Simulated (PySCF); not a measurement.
Numbering as in the mapped SMILES `[CH3:1][SiH2:2][C@@H:3]1[CH2:4][CH2:5][Si@H:6]1[NH2:7]`. Each H is labelled by its parent atom. Ha(C4), Ha(C5) are cis to Si2 on the ring; Ha(Si2) is pro-R; Hb(Si2) is pro-S; Hb(C4), Hb(C5) are trans to Si2 on the ring.

Theory: geometry: GFN2-xTB, NMR shieldings at PBE0/pcSseg-1/GIAO, in PySCF 2.14 (no solvent, one averaged value for each set of equivalent atoms, non-relativistic, a single conformation).

Chemical shifts δ = σref − σ; TMS for $^{13}$C and $^{1}$H and $^{29}$Si; $^{15}$N against NH3, all at this level.

```tsv
atoms	nucleus	count	Hirshfeld charge	δ (ppm)
C3	$^{13}$C	1	-0.21	?
H(Si6)	$^{1}$H	1	-0.08	?
Ha(C5)	$^{1}$H	1	0.03	1.64
Si6	$^{29}$Si	1	0.40	-3.4
C1	$^{13}$C	1	-0.21	-6.8
Hb(C4)	$^{1}$H	1	0.04	2.03
C5	$^{13}$C	1	-0.18	?
Hb(Si2)	$^{1}$H	1	-0.09	4.14
C4	$^{13}$C	1	-0.07	?
H(C3)	$^{1}$H	1	0.03	1.43
H(C1)	$^{1}$H	3	0.04	0.08
N7	$^{15}$N	1	-0.31	30.7
Ha(C4)	$^{1}$H	1	0.04	1.54
H(N7)	$^{1}$H	2	0.12	?
Hb(C5)	$^{1}$H	1	0.03	1.61
Si2	$^{29}$Si	1	0.33	-42.1
Ha(Si2)	$^{1}$H	1	-0.09	4.31
```

Q: Complete the table.

A: 
- C5: 27.0 ppm, sp3 CH2 bonded to Si
- C3: 21.0 ppm, sp3 CH bonded to 2 Si
- C4: 19.1 ppm, sp3 CH2 in a ring; a saturated carbon with 2 carbon neighbours and no heteroatom attached
- H(Si6): 5.07 ppm, hydrogen on a silicon bonded to 2 C, N, in a 4-membered ring
- H(N7): 0.84 ppm, hydrogen on a nitrogen bonded to Si; exchangeable; this is the value without hydrogen bonding to other molecules

OH and NH positions are those of a molecule without intermolecular hydrogen bonds; in solution they move with solvent, concentration and temperature, and exchange usually removes their couplings. Shifts are as computed. Against solution values, carbons near 30 ppm lie about +3 ppm off and those near 130 ppm about +5 ppm. Of 1211 compounds with measured shifts, 218 miss one by over three times the rms of a fit or turn the order of signals round; such compounds aren't used in these exercises. Experimental scales use liquid or dissolved standards, which lie at an offset from isolated NH3 (liquid NH3: subtract about 20 ppm).
